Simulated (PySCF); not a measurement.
# One molecule, several mistakes: B3GeH5

These are calculations, not measurements. They come from PySCF 2.14.0, an open-source quantum chemistry program, on an isolated molecule that a program drew, which may never have been made. The molecule is B3GeH5 (charge 0, singlet), drawn as the SMILES string `BB[BH][GeH]`.

Each row is a Hartree-Fock (HF) and frozen-core CCSD(T) single point in the cc-pVDZ basis, meant for a local HF minimum. Run 1 is clean. Each other run has one planted mistake out of seven kinds, and not every kind appears here: one electron removed, one electron added, multiplicity raised by two, geometry at a saddle point, minimal basis STO-3G, one bond length entered in bohr, all coordinates scaled. The reference is restricted for singlets and unrestricted otherwise, and also for a bond in bohr. Adding or removing an electron swaps singlet and doublet. Electrons count all cores. HOMO and LUMO are orbital energies over both spins, the gradient is its largest component, and the lowest frequency (negative if imaginary) is given only where the gradient is small. Bond lengths are over the 8 bonds as drawn. T1 is the CCSD diagnostic: over 0.02 (restricted) or 0.045 (unrestricted) a single reference is doubtful. Germanium has the cc-pVDZ-PP basis, with a core potential (ECP10MDF) in place of its 10 inner electrons, and its 3s, 3p and 3d shells are frozen in CCSD(T).

Geometry of the clean run:
```xyz
9
B3GeH5, angstrom
B     0.4800   -1.0424    2.2552
B     0.0658   -1.0919    0.6290
B    -0.9323   -0.0382   -0.1918
Ge   -3.0121   -0.1224   -0.3897
H    -0.1855   -1.5996    3.0898
H     1.4626   -0.4641    2.6392
H     0.5272   -2.0039   -0.0194
H    -0.4488    0.9263   -0.7379
H    -2.8722   -0.9466   -1.7367
```

| run | electrons | basis functions | <S^2> | HOMO (eV) | LUMO (eV) | gradient (hartree/bohr) | lowest frequency (cm^-1) | mean bond (Å) | longest bond (Å) | T1 | HF (hartree) | CCSD(T) (hartree) | mistake |
|---|---|---|---|---|---|---|---|---|---|---|---|---|---|
| 1 | 52 | 90 | 0.000 | -8.55 | 0.44 | 1.4e-05 | 82 | 1.4811 | 2.091 | 0.0200 | -370.23768 | -370.62841 | no fault |
| 2 | 52 | 90 | 0.000 | -8.56 | 0.37 | 1.3e-02 | - | 1.5256 | 2.154 | 0.0197 | -370.23243 | -370.62446 | all coordinates scaled |
| 3 | 53 | 90 | 0.764 | -1.07 | 5.57 | 1.5e-02 | - | 1.4811 | 2.091 | 0.0311 | -370.24806 | -370.65612 | one electron added |
| 4 | 52 | 90 | 1.028 | -7.57 | -0.02 | 2.2e-02 | - | 1.7137 | 3.951 | 0.0414 | -370.16845 | -370.52670 | ? |
| 5 | 51 | 90 | 0.783 | -15.83 | -6.60 | 2.2e-02 | - | 1.4811 | 2.091 | 0.0248 | -369.96051 | -370.32213 | ? |

**Which mistake was planted in run 4, and what did it cost?**

The mean bond changes by a factor of 1.157 and the longest by 1.890, so the molecule wasn't scaled as a whole. A length L in bohr read as angstrom grows by (1/0.5292 - 1) L = 0.890 L. The 8 bonds together grew by 8 x 0.2326 = 1.861 Å, which gives L = 2.091 Å. That is bond B3-Ge4, 2.091 Å in the clean geometry. So the mistake is: one bond length entered in bohr. Subtracting run 1 and multiplying by 627.51 kcal/mol a hartree, the energy moved by 43.4 kcal/mol in HF and 63.8 kcal/mol in CCSD(T).

**Which mistake was planted in run 5, and what did it cost?**

It counts 51 electrons, one fewer than the clean run, at the same geometry and basis. So the mistake is: one electron removed. Subtracting run 1 and multiplying by 627.51 kcal/mol a hartree, the energy moved by 173.9 kcal/mol in HF and 192.2 kcal/mol in CCSD(T).

Cautions from the logs. Run 1: T1 is over the limit, so its CCSD(T) energy is less reliable.
